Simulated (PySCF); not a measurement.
Species: C6H8Cl2OSi.
Geometry (GFN2-xTB, Å), atoms numbered from 1 in this order:
```xyz
18
C6H8Cl2OSi angstrom
C      2.691    0.648    0.300
C      2.167   -0.359   -0.686
O      2.634   -0.490   -1.792
Si     0.670   -1.450   -0.129
Cl     0.991   -2.116    1.760
C     -0.843   -0.351   -0.098
C     -1.165    0.837   -0.635
Cl    -0.331    1.929   -1.638
C     -2.544    0.908   -0.057
C     -2.202   -0.464    0.576
H      3.470    1.263   -0.145
H      3.090    0.117    1.163
H      1.871    1.273    0.647
H      0.529   -2.590   -1.029
H     -3.352    0.895   -0.785
H     -2.709    1.719    0.650
H     -2.812   -1.293    0.226
H     -2.165   -0.471    1.662
```

NICS = −σ at a ghost point: NICS(0) at the centroid of the ring atoms, NICS(1) 1 Å to either side along the normal of their mean plane, zz for the tensor component along that normal. Level: GIAO PBE0/pcSseg-1 (PySCF, non-relativistic, gas phase) on the GFN2-xTB geometry, one conformer.

Ring bond lengths (Å), with Mayer bond orders in brackets: C6–C7 1.342 (1.66), C7–C9 1.497 (1.03), C9–C10 1.548 (1.05), C10–C6 1.521 (1.02).

What do the NICS probes read (ppm)?

| ring | type | NICS(0) | NICS(1), two faces | NICS(1)zz, two faces | rms pucker (Å) | centre to ring atoms, mean (Å) |
| --- | --- | --- | --- | --- | --- | --- |
| C6–C7–C9–C10 | 4-membered carbocycle; formal bonds 1 double, 3 single | -1.8 | -2.7 / -2.5 | -0.8 / 0.2 | 0.00 | 1.04 |

What can be read from them?

- C6–C7–C9–C10: mean NICS(1)zz -0.3 ppm, near zero. C9, C10 have four or more neighbours; no verdict on aromaticity is drawn.

What is the mean of the two in-plane components of NICS at the second NICS(1) probe listed for ring C6–C7–C9–C10, 1 Å off the ring?

The isotropic value is a third of the trace: (3 × -2.5 − (0.2))/2 = -3.9 ppm.

List the ring angles and the Hirshfeld charges of the ring atoms.

- C6–C7–C9–C10: C6 91.6° (-0.120 e), C7 96.2° (+0.020 e), C9 85.0° (-0.069 e), C10 87.2° (-0.065 e); sum 360.0° against 360° for a flat convex ring.

What are the shieldings of the ring atoms and their hydrogens in the same run (means over atoms taken as equivalent)?

| atoms | environment | σ isotropic (ppm) |
| --- | --- | --- |
| C6 | fully substituted alkene carbon | 38.6 |
| C7 | vinylic C–Cl carbon | 26.4 |
| C9 | allylic carbon | 144.6 |
| C10 | allylic carbon | 158.3 |
| H15 | methylene hydrogen | 28.76 |
| H16 | methylene hydrogen | 28.76 |
| H17 | methylene hydrogen | 29.29 |
| H18 | methylene hydrogen | 29.04 |
